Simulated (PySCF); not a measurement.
One of the candidates below gave these computed data.

All candidates are C6H9F.

| technique | computed result |
| --- | --- |
| Dipole | 1.73 D [wB97X-D/def2-SVPD] |
| Valence photoelectron | vertical ionisation energy: 9.76 eV [ΔSCF wB97X-D/def2-SVPD] |
| Couplings | largest of the computed one-bond spin–spin couplings (means over like bonds): 19F–13C -292.4, 13C–1H +201.2, 13C–1H +170.9, 13C–1H +170.1, 13C–1H +169.8, 13C–1H +169.0, 13C–1H +163.7, 13C–1H +134.2 (×3) Hz [B3LYP/pcJ-1, spin–dipole term left out for some pairs] |
| Rotational structure | rotational constants A, B, C: 3.753, 2.335, 1.877 GHz [PBE0-D3(BJ)/def2-SVP] |
| UV, first state | lowest singlet excitation: 7.68 eV (162 nm, f = 0.001) [TDDFT wB97X-D/def2-SVPD] |
| NMR, other nuclei | isotropic shieldings of nuclei other than C and H, by class: 422 (1 F) ppm [GIAO B97-2/pcSseg-1] |
| 1H NMR | chemical shifts (computed TMS as zero) by class: 4.38 (1 H), 1.17 (3 H), 0.95 (1 H), 0.92 (1 H), 0.91 (1 H), 0.89 (1 H), 0.74 (1 H) ppm [GIAO B97-2/pcSseg-1] |
| 13C NMR | chemical shifts (computed TMS as zero) by class: 76.1 (1 C), 19.0 (1 C), 16.2 (1 C), 11.5 (1 C), 10.9 (1 C), 5.2 (1 C) ppm [GIAO B97-2/pcSseg-1] |
| Triplet | lowest triplet excitation (Tamm–Dancoff): 7.45 eV [TDA wB97X-D/def2-SVPD] |
| UV, strongest line | among the 10 lowest singlet transitions: S9 at 9.07 eV (137 nm, f = 0.057) [TDDFT wB97X-D/def2-SVPD] |

Electronic properties: PySCF, gas phase, density fitting. Levels stand in brackets. Geometry: PBE0-D3(BJ)/def2-SVP; no solvent, vibrations or thermal averaging. NMR classes are plain means over equivalent atoms (diastereotopic ones count apart unless rotation or inversion swaps them), as if these changed places fast.

Question: Which candidate is it?
A. `C=C/C(=C/C)CF`
B. `C=C(C)/C=C/CF`
C. `F[C@]12CC[C@H](C1)C2`
D. `C[C@@H]1[C@H](F)C12CC2`

Answer: D. It is `C[C@@H]1[C@H](F)C12CC2`. Numbering: `[CH3:1][C@@H:2]1[C@H:3]([F:4])[C:5]12[CH2:6][CH2:7]2`. Its formula, C6H9F, gives 2 degrees of unsaturation: 2 rings and 0 π bonds in the structure found. 6 carbons fall into 6 classes; from least to most shielded: sp3 C–F carbon [C3] (76.1 ppm), three-membered-ring carbon [C2] (19.0 ppm), sp3 carbon at a ring junction [C5] (16.2 ppm), methyl carbon [C1] (11.5 ppm), three-membered-ring carbon [C6] (10.9 ppm), three-membered-ring carbon [C7] (5.2 ppm). Hydrogen classes from least to most shielded: 1 H on an sp3 C–F carbon, C3 (4.38 ppm), 3 H on a methyl carbon, C1 (1.17 ppm), 1 H on a three-membered-ring carbon, C2 (0.95 ppm), 1 H on a three-membered-ring carbon, C6 (0.92 ppm), 1 H on a three-membered-ring carbon, C7 (0.91 ppm), 1 H on a three-membered-ring carbon, C7 (0.89 ppm), 1 H on a three-membered-ring carbon, C6 (0.74 ppm). The other shieldings belong to: 422 ppm, alkyl fluorine [F4]. The couplings run between: -292.4 Hz, alkyl fluorine [F4] and sp3 C–F carbon [C3]; +201.2 Hz, sp3 C–F carbon [C3] and its hydrogen; +170.9 Hz, three-membered-ring carbon [C7] and its hydrogen; +170.1 Hz, three-membered-ring carbon [C7] and its hydrogen; +169.8 Hz, three-membered-ring carbon [C6] and its hydrogen; +169.0 Hz, three-membered-ring carbon [C6] and its hydrogen; +163.7 Hz, three-membered-ring carbon [C2] and its hydrogen; +134.2 Hz, methyl carbon [C1] and its hydrogen (with 2 like pairs). The first electron is taken from the HOMO, whose largest Löwdin shares are 0.20 on a three-membered-ring carbon, 0.20 on the sp3 C–F carbon, 0.15 on a three-membered-ring carbon and 0.12 on the alkyl fluorine. The optimised geometry has point group C1 and is an asymmetric top.

The others, at the same levels:
- `F[C@]12CC[C@H](C1)C2` fails: it has 5 carbon classes against 6; its computed 13C shifts are 93.3 (1 C), 44.3 (2 C), 30.4 (1 C), 29.9 (1 C), 28.6 (1 C) ppm, 1H shifts are 1.89 (1 H), 1.62 (2 H), 1.58 (2 H), 1.52 (2 H), 1.42 (2 H) ppm and lowest singlet excitation is 8.74 eV (142 nm, f = 0.010) (against 7.68 eV).
- `C=C(C)/C=C/CF` fails: its computed 13C shifts are 144.9 (1 C), 134.4 (1 C), 128.7 (1 C), 122.5 (1 C), 83.0 (1 C), 20.4 (1 C) ppm, 1H shifts are 6.63 (1 H), 5.41 (1 H), 5.26 (1 H), 5.25 (1 H), 5.11 (2 H), 1.85 (3 H) ppm and lowest singlet excitation is 5.77 eV (215 nm, f = 0.724) (against 7.68 eV).
- `C=C/C(=C/C)CF` fails: its computed 13C shifts are 143.3 (1 C), 139.1 (1 C), 137.0 (1 C), 119.4 (1 C), 76.2 (1 C), 16.8 (1 C) ppm, 1H shifts are 6.22 (1 H), 5.71 (1 H), 5.67 (1 H), 5.35 (1 H), 5.11 (2 H), 1.95 (3 H) ppm and lowest singlet excitation is 5.76 eV (215 nm, f = 0.718) (against 7.68 eV).

Each candidate is one conformer, not necessarily the lowest. The conformers computed, where there is a choice (atom-mapped SMILES and torsion angles):
- `[CH2:1]=[C:2]([CH3:3])/[CH:4]=[CH:5]/[CH2:6][F:7]`: C1–C2–C4–C5 180°, C4–C5–C6–F7 0°
- `[CH2:1]=[CH:2]/[C:3](=[CH:4]/[CH3:5])[CH2:6][F:7]`: C1–C2–C3–C4 177°, C2–C3–C6–F7 61°

The conformers of `F[C@]12CC[C@H](C1)C2` aren't listed.

One-bond C–F couplings are unscaled; at this level they come out some 30 % too large in size.
